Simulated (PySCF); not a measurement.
## B+: excitation energy

B+ [He] 2s2 (1S) → B+ [He] 2s1 3s1 (3S), as a difference of total energies. Calculation: PySCF 2.14, in aug-cc-pVTZ-DK; scalar relativity by spin-free X2C-1e. Correlated levels: valence: 1s2 frozen. The calculations carry no spin-orbit coupling.

```
           method  excitation energy (cm⁻¹)  error (cm⁻¹)
              UHF                    118650        -11120
              LDA                    124670         -5108
              PBE                    124770         -5001
             PBE0                    124900         -4869
           r2SCAN                    124160         -5614
            B97-3                    126820         -2951
           PBEsol                    123970         -5807
           M06-2X                    126380         -3390
          r2SCAN0                    124350         -5421
    MP2 (valence)                    125850         -3920
SCS-MP2 (valence)                    127900         -1872
```

Reference: 129770 cm⁻¹ (measured; NIST levels).

Errors of the correlated levels include the incompleteness of this basis and the frozen core.
